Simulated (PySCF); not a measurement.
H3Si, SMILES [SiH3+], charge +1.

The structure is a stationary point at PBE0-D3(BJ)/def2-TZVPD.

Two levels are set side by side: TDA-PBE/def2-TZVPD (PySCF) and TDA-LC-ωPBE/def2-TZVPD (PySCF). Vertical, same geometry. The lowest singlet is HOMO−1→LUMO 100 % with PBE and HOMO−1→LUMO 99 % with the other functional; states are paired by order. Differences are taken from unrounded values.

| quantity | TDA-LC-ωPBE | TDA-PBE | TDA-PBE minus TDA-LC-ωPBE |
|---|---|---|---|
| lowest singlet excitation (eV) | 5.78 | 5.27 | -0.51 |
| lowest triplet excitation (TDA) (eV) | 4.96 | 4.57 | -0.38 |
| first bright state (f over 0.05) (eV) | 10.92 | 10.61 | -0.32 |
| its oscillator strength | 0.08 | 0.09 | 0.00 |

Functionals without exact exchange tend to place singlet excitations lower, as here. Differences between two approximate levels are no errors against the true value.

Rough cost on one machine, each run with all the roots and properties that it gave: TDA-LC-ωPBE against TDA-PBE within a factor of 2.
